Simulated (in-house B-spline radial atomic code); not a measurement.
**Sn III (Sn2+): [Kr] (4d3/2)4 (4d5/2)5 5s2 (9f5/2)1 (an excited or competing configuration)**

Method: Dirac-Hartree-Fock, average of the jj configuration, Fermi nucleus of rms radius 4.6519 fm. Calculated with an all-electron radial atomic-structure program (B-spline basis).

Screening seen three ways: the hydrogenic charge with the same mean radius, Z_r = [3n² - l(l+1)]/(2<r>), the one with the same energy, Z_e = n√(-2ε), and Slater's rules. Values are occupation-weighted means over j. An effective charge above Z reflects the relativistic contraction of the inner shells.

```csv
shell,electrons,ε (eV),<r> (bohr),Z_r,Z_e,Slater
1s,2,-29406,0.02905,51.64,46.49,49.70
2s,2,-4562,0.1249,48.03,36.62,45.85
2p,6,-4096.4,0.1095,45.68,34.70,45.85
3s,2,-949.3,0.3372,40.03,25.06,38.75
3p,6,-792.63,0.3359,37.22,22.90,38.75
3d,10,-549.95,0.3137,33.47,19.07,28.85
4s,2,-194.68,0.8168,29.38,15.13,22.25
4p,6,-144.15,0.8814,26.09,13.02,22.25
4d,9,-69.331,1.051,19.98,9.03,11.20
5s,2,-39.831,2.118,17.70,8.55,7.20
9f,1,-1.5777,36.6,3.16,3.06,3.00
```

The least bound orbital is 9f5/2 at -1.578 eV, and it is also the most diffuse (<r> = 36.6 bohr). The part-filled 4d shell lies below the filled 5s shell in orbital energy.

For the 1s electron the small component carries 3.37 % of the norm, the zero-frequency Breit interaction raises the level by 67.75 eV, self-energy by 38.35 eV, and vacuum polarisation lowers it by 5.048 eV.
